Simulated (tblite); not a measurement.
Species: C5H3O2 (doublet state).
Numbering: `[O:1]=[CH:2][c:3]1[cH:4][cH:5][c:6][o:7]1` (hydrogens: H8 on C2; H9 on C4; H10 on C5)
Bond orders are those of one Lewis drawing.

Computed with GFN2-xTB (tblite), gas phase: L-BFGS steps from a force-field or distance-geometry start until the largest atomic force falls under 0.01 eV/Å.

Step 11: E = -550.1976 eV
```
atom  x, y, z in Å  |  force x, y, z in eV/Å
O1     -2.3162    1.1324   -0.1534   -0.058   0.025  -0.023
C2     -1.8196    0.0507   -0.3593   -0.026  -0.053   0.035
C3     -0.4205   -0.2117   -0.1451   -0.022   0.017  -0.072
C4      0.5610    0.6619    0.2937   -0.089  -0.005   0.034
C5      1.7680   -0.0600    0.3406   -0.026   0.081  -0.007
C6      1.4075   -1.3083   -0.0857    0.016   0.040   0.010
O7      0.1402   -1.4340   -0.3802    0.029  -0.019   0.033
H8     -2.4103   -0.8099   -0.7149    0.012  -0.038  -0.026
H9      0.3679    1.6851    0.5450    0.161   0.044   0.040
H10     2.7309    0.2983    0.6366    0.003  -0.093  -0.025
```

Step 12: E = -550.1997 eV
```
atom  x, y, z in Å  |  force x, y, z in eV/Å
O1     -2.3223    1.1270   -0.1566   -0.152   0.174   0.009
C2     -1.8209    0.0495   -0.3586    0.048  -0.179  -0.014
C3     -0.4204   -0.2056   -0.1447   -0.029   0.036  -0.036
C4      0.5626    0.6667    0.2961   -0.083  -0.039   0.012
C5      1.7678   -0.0599    0.3406   -0.085   0.051  -0.027
C6      1.4031   -1.3070   -0.0867    0.043   0.048   0.027
O7      0.1355   -1.4292   -0.3785    0.046  -0.035   0.014
H8     -2.4035   -0.8171   -0.7162    0.012  -0.017  -0.011
H9      0.3736    1.6912    0.5480    0.160   0.014   0.032
H10     2.7334    0.2889    0.6342    0.040  -0.054  -0.006
```

Step 13: E = -550.2024 eV
```
atom  x, y, z in Å  |  force x, y, z in eV/Å
O1     -2.3332    1.1209   -0.1613   -0.198   0.223   0.030
C2     -1.8231    0.0474   -0.3573    0.076  -0.216  -0.070
C3     -0.4211   -0.1974   -0.1453   -0.009   0.057   0.035
C4      0.5636    0.6729    0.2999   -0.075  -0.085  -0.035
C5      1.7662   -0.0590    0.3400   -0.058   0.046  -0.013
C6      1.3980   -1.3041   -0.0875    0.036   0.009   0.026
O7      0.1300   -1.4233   -0.3761    0.055  -0.032  -0.014
H8     -2.3936   -0.8271   -0.7181    0.000   0.010   0.010
H9      0.3844    1.6993    0.5525    0.138  -0.008   0.024
H10     2.7374    0.2752    0.6308    0.035  -0.004   0.006
```

Step 14: E = -550.2044 eV
```
atom  x, y, z in Å  |  force x, y, z in eV/Å
O1     -2.3451    1.1166   -0.1655   -0.155   0.118   0.021
C2     -1.8253    0.0456   -0.3567    0.041  -0.116  -0.086
C3     -0.4221   -0.1904   -0.1456   -0.020   0.023   0.071
C4      0.5631    0.6769    0.3028   -0.008  -0.048  -0.044
C5      1.7647   -0.0570    0.3394   -0.034  -0.009  -0.010
C6      1.3945   -1.3016   -0.0877    0.030   0.000   0.028
O7      0.1266   -1.4188   -0.3742    0.037  -0.005  -0.033
H8     -2.3847   -0.8354   -0.7195   -0.021   0.024   0.021
H9      0.3961    1.7056    0.5565    0.104  -0.034   0.014
H10     2.7410    0.2632    0.6279    0.026   0.046   0.017
```

Problem. Estimate the geometry and energy of step 15. (The exact step hangs on the optimiser's Hessian estimate; all steps are aligned on step 14, rigid shifts and turns removed.)

Solution. E = -550.2054 eV, largest force 0.081 eV/Å
```
atom  x, y, z in Å  |  force x, y, z in eV/Å
O1     -2.3529    1.1151   -0.1675   -0.079  -0.013   0.000
C2     -1.8268    0.0448   -0.3573   -0.013   0.010  -0.061
C3     -0.4234   -0.1875   -0.1451   -0.013  -0.001   0.070
C4      0.5626    0.6782    0.3036    0.027  -0.022  -0.039
C5      1.7637   -0.0560    0.3389    0.024  -0.020   0.007
C6      1.3937   -1.3003   -0.0871    0.006  -0.021   0.014
O7      0.1260   -1.4171   -0.3737    0.013   0.016  -0.031
H8     -2.3810   -0.8388   -0.7198   -0.036   0.017   0.016
H9      0.4040    1.7077    0.5587    0.075  -0.030   0.010
H10     2.7429    0.2584    0.6268   -0.004   0.064   0.016
```

The energy changes by -0.0010 eV. The first-order estimate −F·Δx gives -0.0015 eV and the mean of the old and new forces, exact on a quadratic surface, -0.0011 eV. The step makes an angle of 70° with the force vector and moves no atom by more than 0.008 Å.

The cost below is that of the whole relaxation. On one thread, Intel Xeon Platinum 8259CL at 2.50 GHz (x86_64) (shared host), this took 0.24 s.
